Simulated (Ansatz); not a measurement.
Cl₂O₂W, charge +1, doublet (typed; the unrestricted solution is spin-contaminated), at a GFN2-xTB geometry (such geometries of metal compounds can be far from the true shape) (the multiplicity is a formal guess) (core potentials on W). Base run: HF/def2-TZVP in Ansatz (an electronic-structure program).

The Ansatz input:
Ansatz 0.2 input:
```yaml
crystal:
  periodic: [false, false, false]
  atoms:
    - {symbol: W, position_ang: [0.20214214, -0.04016039, 0.06643374]}
    - {symbol: O, position_ang: [1.45911084, -0.60086055, -0.92435281]}
    - {symbol: O, position_ang: [0.76262285, 0.15945983, 1.65452256]}
    - {symbol: Cl, position_ang: [-0.51668921, 1.83426238, -0.68033334]}
    - {symbol: Cl, position_ang: [-1.40874539, -1.45172859, 0.04754189]}
basis:
  gaussian:
    orbitals: def2-TZVP
hamiltonian:
  xc: hf
total_charge: 1
magnetization: {spin_polarized: true, initial_magnetization: 1}
```

The bond that is stretched is that between atoms 3 and 1. A test that says stable can miss a lower solution.

Each row names what was changed in the base input (with any setting that the change needs).

```json
[
 {"change": "base", "ΔE vs base (mEh)": "0.000", "<S^2>": "1.090", "stability test says": "minimum", "outcome": "converged"},
 {"change": "spin_polarized = on; lower_state_search = off", "ΔE vs base (mEh)": "34.769", "<S^2>": "1.244", "stability test says": "undecided (no full test)", "outcome": "converged"},
 {"change": "spin_polarized = on; lower_state_search = standard", "ΔE vs base (mEh)": "0.000", "<S^2>": "1.090", "stability test says": "minimum", "outcome": "converged"},
 {"change": "bond × 1.25", "ΔE vs base (mEh)": "29.984", "<S^2>": "0.958", "stability test says": "minimum", "outcome": "converged"},
 {"change": "spin_polarized = on; lower_state_search = off; bond × 1.25", "ΔE vs base (mEh)": "36.974", "<S^2>": "0.792", "stability test says": "undecided (no full test)", "outcome": "converged"},
 {"change": "spin_polarized = on; lower_state_search = standard; bond × 1.25", "ΔE vs base (mEh)": "29.984", "<S^2>": "0.958", "stability test says": "minimum", "outcome": "converged"},
 {"change": "bond × 1.5", "ΔE vs base (mEh)": "-", "<S^2>": "-", "stability test says": "-", "outcome": "cut at the time limit"},
 {"change": "spin_polarized = on; lower_state_search = off; bond × 1.5", "ΔE vs base (mEh)": "63.925", "<S^2>": "1.848", "stability test says": "undecided (no full test)", "outcome": "converged"},
 {"change": "spin_polarized = on; lower_state_search = standard; bond × 1.5", "ΔE vs base (mEh)": "-", "<S^2>": "-", "stability test says": "-", "outcome": "cut at the time limit"},
 {"change": "bond × 1.8", "ΔE vs base (mEh)": "62.283", "<S^2>": "2.029", "stability test says": "minimum", "outcome": "converged"}
]
```

On stretching, the SCF can end on different states; <S^2> shows the spin contamination of each.
